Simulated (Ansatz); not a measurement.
The lowest singlet and triplet of CHBr (SMILES [CH]Br); geometries from B3LYP-D3(BJ)/def2-TZVP, each state relaxed from the structure named, with no frequency check.
Singlet at the triplet's geometry (charge 0, multiplicity 1):
```xyz
3

C     -1.446     0.392     0.000
Br     0.313    -0.059     0.000
H     -2.294    -0.283     0.000
```

A positive gap puts the triplet lower; no zero-point energy. R- takes a restricted singlet. The triplet is unrestricted in single-reference levels. Active spaces average the two states.

Cores are frozen in the correlated methods. Filled d and f shells under p-block atoms count as core.

Codes used: Ansatz (a program for electronic structure). 

```csv
level,"gap E(singlet) − E(triplet), vertical, at the triplet's geometry (kJ/mol)"
R-HF/cc-pVTZ,114.5
R-B2PLYP/def2-TZVPP,33.0
R-MP2/cc-pVDZ,54.9
R-MP2/cc-pVQZ,35.3
R-CCSD/cc-pVDZ,45.7
R-CCSD/cc-pVQZ,33.9
"FIC-NEVPT4(SD) on SA-CASSCF(2,2)/cc-pVTZ",31.0
"FIC-NEVPT4(SD) on SA-CASSCF(2,2)/cc-pVQZ",27.4
"FIC-MRCISD+Q on SA-CASSCF(2,2)/cc-pVQZ",[?]
```

**Question.** Fill in the missing entries.

**Answer.** 
- FIC-MRCISD+Q on SA-CASSCF(2,2)/cc-pVQZ, gap E(singlet) − E(triplet), vertical, at the triplet's geometry (kJ/mol): 25.4

Doubts at one or more of the structures used: a restricted determinant that unrestricted orbitals would lower (R-HF/cc-pVTZ, R-B2PLYP/def2-TZVPP, R-MP2/cc-pVDZ, R-MP2/cc-pVQZ, R-CCSD/cc-pVDZ, R-CCSD/cc-pVQZ).
